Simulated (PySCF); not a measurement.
Compound: C7H13N.
Numbering: `[CH2:1]1[CH2:2][CH2:3][N:4]([CH:5]2[CH2:6][CH2:7]2)[CH2:8]1` (hydrogens: H9, H10 on C1; H11, H12 on C2; H13, H14 on C3; H15 on C5; H16, H17 on C6; H18, H19 on C7; H20, H21 on C8)

The same species was optimised twice, with GFN2-xTB and with PBE0-D3(BJ)/def2-SVP (PySCF), and the same property calculations (PySCF, gas phase) were run on both structures.

| coordinate | GFN2-xTB | PBE0-D3(BJ)/def2-SVP | change |
| --- | --- | --- | --- |
| C1–C2 (Å) | 1.537 | 1.543 | +0.006 |
| N4–C5 (Å) | 1.434 | 1.430 | -0.004 |
| C6–C7 (Å) | 1.499 | 1.501 | +0.002 |
| C5–C7 (Å) | 1.499 | 1.498 | -0.001 |
| C3–N4 (Å) | 1.455 | 1.455 | 0.000 |
| C5–C6 (Å) | 1.498 | 1.498 | 0.000 |
| N4–C8 (Å) | 1.455 | 1.455 | 0.000 |
| C2–C3 (Å) | 1.543 | 1.544 | +0.001 |
| C1–C8 (Å) | 1.545 | 1.546 | +0.001 |
| C3–N4–C5 (°) | 113.2 | 113.7 | +0.5 |
| C5–N4–C8 (°) | 113.3 | 113.7 | +0.4 |
| C1–C8–N4 (°) | 106.9 | 106.6 | -0.3 |
| C2–C3–N4 (°) | 106.6 | 106.4 | -0.2 |
| N4–C5–C6 (°) | 117.2 | 117.4 | +0.2 |
| N4–C5–C7 (°) | 117.2 | 117.5 | +0.3 |
| C2–C1–C8 (°) | 104.1 | 104.0 | -0.1 |
| C3–N4–C8 (°) | 103.6 | 103.5 | -0.1 |
| C3–N4–C5–C6 (°) | 86 | 87 | +1 |

Rotational constants: A = 4327, B = 1482, C = 1297 MHz (GFN2-xTB) against A = 4290, B = 1482, C = 1298 MHz (PBE0-D3(BJ)/def2-SVP).

On the GFN2-xTB structure: HOMO (eV) -6.20 [PBE0/pcSseg-1]; LUMO (eV) 1.30 [PBE0/pcSseg-1]; dipole (D) 0.91 [PBE0/pcSseg-1]; GIAO shielding of C1/C2 (mean) (ppm) 162.2 [PBE0/pcSseg-1]; GIAO shielding of C3/C8 (mean) (ppm) 130.0 [PBE0/pcSseg-1]; GIAO shielding of N4 (ppm) 183.2 [PBE0/pcSseg-1]; GIAO shielding of C5 (ppm) 149.3 [PBE0/pcSseg-1]; GIAO shielding of C6/C7 (mean) (ppm) 177.2 [PBE0/pcSseg-1].

Problem. What do these properties become on the PBE0-D3(BJ)/def2-SVP structure?

Solution. 
```
                                    property          level  on GFN2-xTB  on PBE0-D3(BJ)/def2-SVP  change
                                   HOMO (eV)  PBE0/pcSseg-1        -6.20                    -6.21   -0.01
                                   LUMO (eV)  PBE0/pcSseg-1         1.30                     1.28   -0.02
                                  dipole (D)  PBE0/pcSseg-1         0.91                     0.90   -0.01
energy, GFN2-xTB geometry as zero (kcal/mol)  PBE0/pcSseg-1          0.0                     -0.3    -0.3
        GIAO shielding of C1/C2 (mean) (ppm)  PBE0/pcSseg-1        162.2                    160.7    -1.5
        GIAO shielding of C3/C8 (mean) (ppm)  PBE0/pcSseg-1        130.0                    129.4    -0.6
                  GIAO shielding of N4 (ppm)  PBE0/pcSseg-1        183.2                    182.3    -0.9
                  GIAO shielding of C5 (ppm)  PBE0/pcSseg-1        149.3                    149.4    +0.1
        GIAO shielding of C6/C7 (mean) (ppm)  PBE0/pcSseg-1        177.2                    175.0    -2.2
```

The heavy atoms differ by 0.009 Å rms after alignment. Among bonds between heavy atoms C1–C2 changes most (+0.006 Å). Changes are differences of the printed values. Neither structure is proved a minimum here.
